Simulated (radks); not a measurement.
The numbers below are computed, except where a source is named.
Question: F+, configuration [He] 2s2 2p4. Code: a radial shooting solver on a logarithmic mesh with Libxc functionals. Model: non-relativistic Kohn-Sham, r2SCAN, spin-polarised, spherical densities, point nucleus; open shells are filled with parallel spins first; meta-GGA in the generalised Kohn-Sham scheme. Some entries of the table are withheld. Estimate them.

orbital,occ.,eigenvalue (eV),r(max) (bohr)
1s up,1,-690.3973,0.1147
1s down,1,-688.2401,0.1145
2s up,1,-51.0978,0.7476
2s down,1,-46.0430,0.7603
2p up,3,-30.9516,(1)
2p down,1,-25.5922,(2)

Answer: 
(1) 2p up r(max) (bohr): 0.6769
(2) 2p down r(max) (bohr): 0.7026
